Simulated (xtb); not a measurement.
CuI, charge -1, doublet, from a rough starting geometry (GFN-xTB shapes and energies of metal compounds can be far from the true ones) (the multiplicity is a formal guess); xtb with GFN2-xTB.

xtb was given this input:
```
$ xtb mol.xyz --gfn 2 --chrg -1 --uhf 1 --opt vtight --json

# file mol.xyz
2

Cu    -0.78967234    -0.53674984    -0.66770595
I      0.86803908     0.58435825     0.72387201
```

What the program printed (banner, timings and long lists left out):

```
   ID    Z sym.   atoms
    1   29 Cu     1
    2   53 I      2

           -------------------------------------------------
          |                Calculation Setup                |
           -------------------------------------------------

           -------------------------------------------------
          |                 G F N 2 - x T B                 |
           -------------------------------------------------

          ...................................................
          :                      SETUP                      :
          :.................................................:
          :  # basis functions                  20          :
          :  # atomic orbitals                  18          :
          :  # shells                            6          :
          :  # electrons                        19          :
          :  max. iterations                   250          :
          :  Hamiltonian                  GFN2-xTB          :
          :  restarted?                      false          :
          :  GBSA solvation                  false          :
          :  PC potential                    false          :
          :  electronic temp.          300.0000000     K    :
          :  accuracy                    1.0000000          :
          :  -> integral cutoff          0.2500000E+02      :
          :  -> integral neglect         0.1000000E-07      :
          :  -> SCF convergence          0.1000000E-05 Eh   :
          :  -> wf. convergence          0.1000000E-03 e    :
          :  Broyden damping             0.4000000          :
          :  net charge                         -1          :
          :  unpaired electrons                  1          :
          ...................................................

 iter      E             dE          RMSdq      gap      omega  full diag
   1     -7.8058902 -0.780589E+01  0.144E+01    2.90       0.0  T
   2     -7.8494708 -0.435806E-01  0.785E+00    3.64       1.0  T
   3     -7.8570334 -0.756263E-02  0.483E+00    4.15       1.0  T
   4     -7.8603571 -0.332362E-02  0.264E+00    4.73       1.0  T
   5     -7.8611579 -0.800872E-03  0.219E+00    4.79       1.0  T
   6     -7.8623145 -0.115657E-02  0.106E+00    4.94       1.0  T
   7     -7.8625797 -0.265171E-03  0.664E-01    5.01       1.0  T
   8     -7.8623721  0.207542E-03  0.115E+00    4.91       1.0  T
   9     -7.8627439 -0.371817E-03  0.121E-01    5.07       1.0  T
  10     -7.8627442 -0.208975E-06  0.996E-02    5.06       1.0  T
  11     -7.8627467 -0.257610E-05  0.271E-02    5.05       2.6  T
  12     -7.8627467  0.690714E-07  0.323E-02    5.05       2.2  T
  13     -7.8627468 -0.119216E-06  0.566E-03    5.05      12.5  T
  14     -7.8627468  0.180847E-09  0.174E-03    5.05      40.7  T
  15     -7.8627468 -0.702231E-09  0.644E-04    5.05     109.7  T
  16     -7.8627468 -0.963132E-10  0.103E-04    5.05     687.0  T

   *** convergence criteria satisfied after 16 iterations ***

         :::::::::::::::::::::::::::::::::::::::::::::::::::::
         ::                     SUMMARY                     ::
         :::::::::::::::::::::::::::::::::::::::::::::::::::::
         :: total energy              -7.856358515808 Eh    ::
         :: gradient norm              0.024443405371 Eh/a0 ::
         :: HOMO-LUMO gap              5.052119127977 eV    ::
         ::.................................................::
         :: SCC energy                -7.862746784703 Eh    ::
         :: -> isotropic ES            0.082777073124 Eh    ::
         :: -> anisotropic ES         -0.002206104271 Eh    ::
         :: -> anisotropic XC         -0.073561978495 Eh    ::
         :: -> dispersion             -0.000932331216 Eh    ::
         :: repulsion energy           0.006388268895 Eh    ::
         :: add. restraining           0.000000000000 Eh    ::
         :: total charge              -0.999999999964 e     ::
[...]
 * total energy  :    -7.8563585 Eh     change       -0.2228440E-11 Eh
 * total energy  :    -7.8555336 Eh     change        0.8248838E-03 Eh
 * total energy  :    -7.8579182 Eh     change       -0.2384594E-02 Eh
 * total energy  :    -7.8580574 Eh     change       -0.1392172E-03 Eh
 * total energy  :    -7.8580738 Eh     change       -0.1636430E-04 Eh
 * total energy  :    -7.8580739 Eh     change       -0.5893965E-07 Eh
   *** GEOMETRY OPTIMIZATION CONVERGED AFTER 6 ITERATIONS ***
         :: total energy              -7.858073866637 Eh    ::
[...]
         :: -> anisotropic XC         -0.071307463715 Eh    ::
         :: -> dispersion             -0.000932651810 Eh    ::
         :: repulsion energy           0.003029324283 Eh    ::
         :: add. restraining           0.000000000000 Eh    ::
         :: total charge              -0.999999999995 e     ::
         :::::::::::::::::::::::::::::::::::::::::::::::::::::

           -------------------------------------------------
          |                Property Printout                |
           -------------------------------------------------

    * Orbital Energies and Occupations

         #    Occupation            Energy/Eh            Energy/eV
      -------------------------------------------------------------
         1        2.0000           -0.5146647             -14.0047
         2        2.0000           -0.2567275              -6.9859
         3        2.0000           -0.2107362              -5.7344
         4        2.0000           -0.2107362              -5.7344
         5        2.0000           -0.1591882              -4.3317
         6        2.0000           -0.1359255              -3.6987
         7        2.0000           -0.1359255              -3.6987
         8        2.0000           -0.1032921              -2.8107
         9        2.0000           -0.1032921              -2.8107
        10        1.0000           -0.0785579              -2.1377 (HOMO)
        11                          0.1056366               2.8745 (LUMO)
        12                          0.1056366               2.8745
        13                          0.2137422               5.8162
        14                          0.2770507               7.5389
        15                          0.2770507               7.5389
        16                          0.3024028               8.2288
        17                          0.3024028               8.2288
        18                          0.8845268              24.0692
      -------------------------------------------------------------
                  HL-Gap            0.1841945 Eh            5.0122 eV
             Fermi-level           -0.0385282 Eh           -1.0484 eV

     #   Z          covCN         q      C6AA      α(0)
     1  29 Cu       0.848    -0.501   160.270    28.966
     2  53 I        0.848    -0.499   410.526    34.977

 Mol. C6AA /au·bohr⁶  :       1070.397323
 Mol. C8AA /au·bohr⁸  :      94177.404918
 Mol. α(0) /au        :         63.943309

Wiberg/Mayer (AO) data.
largest (>0.10) Wiberg bond orders for each atom

 ---------------------------------------------------------------------------
     #   Z sym  total        # sym  WBO       # sym  WBO       # sym  WBO
 ---------------------------------------------------------------------------
     1  29 Cu   0.882 --     2 I    0.882
     2  53 I    0.882 --     1 Cu   0.882
 ---------------------------------------------------------------------------

Topologies differ in total number of bonds
Writing topology from bond orders to xtbtopo.mol

molecular dipole:
                 x           y           z       tot (Debye)
 q only:       -0.072      -0.043      -0.051
   full:        0.538       0.369       0.461       2.032
molecular quadrupole (traceless):
                xx          xy          yy          xz          yz          zz
 q only:       -1.128      -2.729       1.063      -3.388      -2.291       0.065
  q+dip:       -3.575      -8.676       3.377     -10.771      -7.288       0.199
   full:       -4.118      -9.990       3.888     -12.402      -8.391       0.230

optimized geometry written to: xtbopt.xyz

           -------------------------------------------------
          | TOTAL ENERGY               -7.858073866637 Eh   |
          | GRADIENT NORM               0.000065449668 Eh/α |
          | HOMO-LUMO GAP               5.012187407058 eV   |
           -------------------------------------------------

normal termination of xtb
```
